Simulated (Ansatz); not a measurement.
Ansatz (an electronic-structure program) input (MP2/6-31G*):

Ansatz 0.2 input:
```yaml
crystal:
  periodic: [false, false, false]
  atoms:
    - {symbol: B, position_ang: [-0.00000000, -0.00000000, -1.31080400]}
    - {symbol: N, position_ang: [0.00000000, 0.00000000, 0.00000000]}
    - {symbol: B, position_ang: [0.00000000, 0.00000000, 1.31080400]}
basis:
  gaussian:
    orbitals: 6-31G*
magnetization: {spin_polarized: true, initial_magnetization: 1}
correlation: {method: mp2, electrons: outside_noble_gas}
relax: {f_tol: 0.003, max_steps: 120}
```

From its output:

```
3 core orbitals not correlated
reference -2822.00870854 eV, -103.7069072126 hartree; 6, 5 occupied and 36, 37 virtual orbitals, 481 factors
densities: 0.07 GiB planned
second order -7.10473229 eV of doubles, -0.00000000 eV of singles
the calculation of the forces begins
relax step  67: F+E_penalty+E_count = -2829.11344083 eV  Δ(F+E_penalty+E_count) = +2.292e-7 eV  max|allowed force component| = 1.254e-1 eV/Å  Δτ_max = 0.0000 Å  (83 SCF iters, rejected (line search))
Unfinished report: …
this run last wrote the structure of step 45 to input.runs//last_step.txt
Error: geometry relaxation stalled after 67 steps at max|allowed force component| = 1.25e-1 eV/Å: a line search along the steepest descent rejected every trial down to a displacement of 1.8e-6 Å, where the energy changed by +2.29e-7 eV against the -3.31e-7 eV the forces predict — the energy disagrees with the forces at that scale, which further steps cannot mend; in a Gaussian basis set `accuracy: high`, else tighten `scf.convergence` (under a hybrid functional on plane waves `scf.exx.energy_threshold` too), narrow the smearing (`scf.occupations.width`), refine the k-mesh (`kpoints`) and, where the input allows it, the basis (`basis.ecutwfc`)
```

The run did not converge; its last values are not results.

The geometry given is a B3LYP-D3(BJ)/def2-TZVP minimum.
